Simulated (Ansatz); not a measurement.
`N[Si]1(F)SS1`, charge 0, multiplicity 1.

Q: Give a relaxed structure at PBE0-D4/def2-TZVP (Ansatz). (Estimate.)

A: Ansatz gave: 
Cartesian coordinates in Å:
```
N -0.6294 -0.9192 -0.4498
Si 0.3020 0.4096 -0.0378
F 0.8438 0.9758 -1.4138
S -0.2117 1.7609 1.4562
S 1.5539 0.4743 1.6207
H -1.1070 -1.4872 0.2270
H -0.7515 -1.2141 -1.4026
```
Point group Cs.
